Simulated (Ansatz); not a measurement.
Level of theory: B3LYP-D3(BJ)/def2-TZVP (Ansatz, an electronic-structure program). No frequencies were computed at this level.

Ansatz 0.2 input:
```yaml
crystal:
  periodic: [false, false, false]
  atoms:
    - { symbol: N, position_ang: [-3.065753, 1.537903, -1.490222] }
    - { symbol: C, position_ang: [-2.52836, 0.727327, -0.889841] }
    - { symbol: C, position_ang: [-1.824137, -0.280127, -0.135031] }
    - { symbol: C, position_ang: [-0.392098, 0.141946, 0.063481] }
    - { symbol: C, position_ang: [0.65578, -0.514911, -0.410139] }
    - { symbol: Si, position_ang: [2.448824, 0.00442, -0.176294] }
    - { symbol: H, position_ang: [-2.325029, -0.391533, 0.832947] }
    - { symbol: H, position_ang: [-1.879808, -1.228883, -0.676574] }
    - { symbol: H, position_ang: [-0.263366, 1.056519, 0.627166] }
    - { symbol: H, position_ang: [0.475028, -1.42287, -0.975982] }
    - { symbol: H, position_ang: [3.150621, -1.072725, 0.527539] }
    - { symbol: H, position_ang: [2.497083, 1.237619, 0.607696] }
    - { symbol: H, position_ang: [3.051205, 0.205307, -1.49549] }
basis:
  gaussian: { orbitals: def2-tzvp }
hamiltonian:
  xc: b3lyp
  dispersion: d3bj
relax:
  max_steps: 150
```

Output:

```
Functional definition: B3LYP
1444 factors; their error is unknown
mean field evaluation 1: about -13621.4283 eV, gradient 6.7e1 eV
mean field evaluation 2: about -13614.8950 eV, gradient 8.3e1 eV
mean field evaluation 4: about -13631.4394 eV, gradient 8.0e0 eV
mean field evaluation 8: about -13631.5816 eV, gradient 2.6e-1 eV
mean field evaluation 16: about -13631.5985 eV, gradient 3.7e-4 eV
mean field -13631.59854221 eV, -500.9520065967 hartree, gradient 3.4e-5 eV, S^2 0.000000; 0 other end points of the search recorded, 0 dependent functions left out
reference -13631.59884988 eV, -500.9520179034 hartree; 26, 26 occupied and 208, 208 virtual orbitals, 1444 factors
relax step   1: F+E_penalty+E_count = -13632.11135377 eV  Δ(F+E_penalty+E_count) = +0.000e0 eV  max|allowed force component| = 7.367e-1 eV/Å  Δτ_max = 0.0000 Å  (31 SCF iters, accepted)
these checks for a lower state are left out or cut short: starts, cluster_reference, orbital_swaps, neighbouring_geometries, increment
1444 factors; their error is unknown
mean field -13631.63191671 eV, -500.9532330872 hartree, gradient 2.2e-5 eV, S^2 0.000000; 0 other end points of the search recorded, 0 dependent functions left out
reference -13631.63222497 eV, -500.9532444154 hartree; 26, 26 occupied and 208, 208 virtual orbitals, 1444 factors
relax step   2: F+E_penalty+E_count = -13632.14191103 eV  Δ(F+E_penalty+E_count) = -3.056e-2 eV  max|allowed force component| = 2.386e-1 eV/Å  Δτ_max = 0.0552 Å  (34 SCF iters, accepted)
these checks for a lower state are left out or cut short: starts, cluster_reference, orbital_swaps, neighbouring_geometries, increment
1444 factors; their error is unknown
mean field evaluation 32: about -13631.6364 eV, gradient 6.6e-3 eV
mean field -13631.63635283 eV, -500.9533961114 hartree, gradient 2.2e-5 eV, S^2 0.000000; 0 other end points of the search recorded, 0 dependent functions left out
reference -13631.63666123 eV, -500.9534074450 hartree; 26, 26 occupied and 208, 208 virtual orbitals, 1444 factors
relax step   3: F+E_penalty+E_count = -13632.14592751 eV  Δ(F+E_penalty+E_count) = -4.016e-3 eV  max|allowed force component| = 6.613e-2 eV/Å  Δτ_max = 0.0373 Å  (34 SCF iters, accepted)
these checks for a lower state are left out or cut short: starts, cluster_reference, orbital_swaps, neighbouring_geometries, increment
1444 factors; their error is unknown
mean field -13631.63673941 eV, -500.9534103180 hartree, gradient 2.2e-5 eV, S^2 0.000000; 0 other end points of the search recorded, 0 dependent functions left out
reference -13631.63704759 eV, -500.9534216436 hartree; 26, 26 occupied and 208, 208 virtual orbitals, 1444 factors
relax step   4: F+E_penalty+E_count = -13632.14647274 eV  Δ(F+E_penalty+E_count) = -5.452e-4 eV  max|allowed force component| = 4.767e-2 eV/Å  Δτ_max = 0.0263 Å  (34 SCF iters, accepted)
these checks for a lower state are left out or cut short: starts, cluster_reference, orbital_swaps, neighbouring_geometries, increment
1444 factors; their error is unknown
mean field -13631.63728086 eV, -500.9534302162 hartree, gradient 2.2e-5 eV, S^2 0.000000; 0 other end points of the search recorded, 0 dependent functions left out
reference -13631.63758912 eV, -500.9534415442 hartree; 26, 26 occupied and 208, 208 virtual orbitals, 1444 factors
relax step   5: F+E_penalty+E_count = -13632.14706549 eV  Δ(F+E_penalty+E_count) = -5.928e-4 eV  max|allowed force component| = 3.531e-2 eV/Å  Δτ_max = 0.0130 Å  (34 SCF iters, accepted)
these checks for a lower state are left out or cut short: starts, cluster_reference, orbital_swaps, neighbouring_geometries, increment
1444 factors; their error is unknown
mean field -13631.63763949 eV, -500.9534433955 hartree, gradient 2.2e-5 eV, S^2 0.000000; 0 other end points of the search recorded, 0 dependent functions left out
reference -13631.63794776 eV, -500.9534547239 hartree; 26, 26 occupied and 208, 208 virtual orbitals, 1444 factors
relax step   6: F+E_penalty+E_count = -13632.14747469 eV  Δ(F+E_penalty+E_count) = -4.092e-4 eV  max|allowed force component| = 2.318e-2 eV/Å  Δτ_max = 0.0210 Å  (33 SCF iters, accepted)
these checks for a lower state are left out or cut short: starts, cluster_reference, orbital_swaps, neighbouring_geometries, increment
1444 factors; their error is unknown
mean field -13631.63796747 eV, -500.9534554485 hartree, gradient 2.2e-5 eV, S^2 0.000000; 0 other end points of the search recorded, 0 dependent functions left out
reference -13631.63827578 eV, -500.9534667788 hartree; 26, 26 occupied and 208, 208 virtual orbitals, 1444 factors
relax step   7: F+E_penalty+E_count = -13632.14774480 eV  Δ(F+E_penalty+E_count) = -2.701e-4 eV  max|allowed force component| = 2.179e-2 eV/Å  Δτ_max = 0.0269 Å  (33 SCF iters, accepted)
these checks for a lower state are left out or cut short: starts, cluster_reference, orbital_swaps, neighbouring_geometries, increment
1444 factors; their error is unknown
mean field evaluation 64: about -13631.6247 eV, gradient 9.0e-3 eV
mean field -13631.63832315 eV, -500.9534685193 hartree, gradient 2.2e-5 eV, S^2 0.000000; 0 other end points of the search recorded, 0 dependent functions left out
reference -13631.63863149 eV, -500.9534798507 hartree; 26, 26 occupied and 208, 208 virtual orbitals, 1444 factors
relax step   8: F+E_penalty+E_count = -13632.14794919 eV  Δ(F+E_penalty+E_count) = -2.044e-4 eV  max|allowed force component| = 1.947e-2 eV/Å  Δτ_max = 0.0291 Å  (33 SCF iters, accepted)
these checks for a lower state are left out or cut short: starts, cluster_reference, orbital_swaps, neighbouring_geometries, increment
1444 factors; their error is unknown
mean field -13631.63854384 eV, -500.9534766296 hartree, gradient 2.2e-5 eV, S^2 0.000000; 0 other end points of the search recorded, 0 dependent functions left out
reference -13631.63885221 eV, -500.9534879622 hartree; 26, 26 occupied and 208, 208 virtual orbitals, 1444 factors
relax step   9: F+E_penalty+E_count = -13632.14805291 eV  Δ(F+E_penalty+E_count) = -1.037e-4 eV  max|allowed force component| = 1.834e-2 eV/Å  Δτ_max = 0.0191 Å  (33 SCF iters, accepted)
these checks for a lower state are left out or cut short: starts, cluster_reference, orbital_swaps, neighbouring_geometries, increment
1444 factors; their error is unknown
mean field -13631.63867594 eV, -500.9534814841 hartree, gradient 2.2e-5 eV, S^2 0.000000; 0 other end points of the search recorded, 0 dependent functions left out
reference -13631.63898427 eV, -500.9534928151 hartree; 26, 26 occupied and 208, 208 virtual orbitals, 1444 factors
relax step  10: F+E_penalty+E_count = -13632.14810069 eV  Δ(F+E_penalty+E_count) = -4.778e-5 eV  max|allowed force component| = 1.009e-2 eV/Å  Δτ_max = 0.0112 Å  (34 SCF iters, accepted)
these checks for a lower state are left out or cut short: starts, cluster_reference, orbital_swaps, neighbouring_geometries, increment
1444 factors; their error is unknown
mean field -13631.63868208 eV, -500.9534817098 hartree, gradient 2.2e-5 eV, S^2 0.000000; 0 other end points of the search recorded, 0 dependent functions left out
reference -13631.63899037 eV, -500.9534930393 hartree; 26, 26 occupied and 208, 208 virtual orbitals, 1444 factors
relax step  11: F+E_penalty+E_count = -13632.14811619 eV  Δ(F+E_penalty+E_count) = -1.551e-5 eV  max|allowed force component| = 7.394e-3 eV/Å  Δτ_max = 0.0047 Å  (35 SCF iters, accepted)
1444 factors; their error is unknown
mean field evaluation 96: about -13631.6387 eV, gradient 2.2e-5 eV
mean field -13631.63868208 eV, -500.9534817098 hartree, gradient 2.2e-5 eV, S^2 0.000000; 1 other end points of the search recorded, 0 dependent functions left out
reference -13631.63899037 eV, -500.9534930393 hartree; 26, 26 occupied and 208, 208 virtual orbitals, 1444 factors
Total energy: -13632.14842449 eV, -500.9722143978 hartree
Atom 0 at    -3.212558     1.583755    -1.371729 Å, force     0.001061     0.001222    -0.000035 eV/Å
Atom 1 at    -2.603009     0.763037    -0.846001 Å, force    -0.002371    -0.002265     0.000377 eV/Å
Atom 2 at    -1.809887    -0.264365    -0.174020 Å, force     0.002908    -0.000213    -0.000660 eV/Å
Atom 3 at    -0.370812     0.155638     0.008153 Å, force    -0.004457    -0.002778     0.007394 eV/Å
Atom 4 at     0.675301    -0.547480    -0.416800 Å, force     0.003458     0.000747    -0.006980 eV/Å
Atom 5 at     2.444490    -0.020371    -0.159046 Å, force     0.002736     0.001928     0.001630 eV/Å
Atom 6 at    -2.270991    -0.456250     0.800726 Å, force     0.000855     0.001595    -0.000922 eV/Å
Atom 7 at    -1.869915    -1.190418    -0.748891 Å, force     0.000376     0.001250    -0.000025 eV/Å
Atom 8 at    -0.229845     1.096283     0.532715 Å, force     0.000104    -0.000087    -0.002642 eV/Å
Atom 9 at     0.481748    -1.478430    -0.947487 Å, force    -0.002761    -0.000379     0.001200 eV/Å
Atom 10 at     3.177958    -1.046654     0.620176 Å, force    -0.000787     0.001664    -0.000744 eV/Å
Atom 11 at     2.458403     1.265601     0.575290 Å, force     0.000317    -0.002192    -0.001170 eV/Å
Atom 12 at     3.129107     0.139645    -1.463829 Å, force    -0.001438    -0.000491     0.002578 eV/Å
Dipole moment:     0.356873    -0.584411     0.363672 e Å
```

Cost: roughly 2.1 core-minutes.
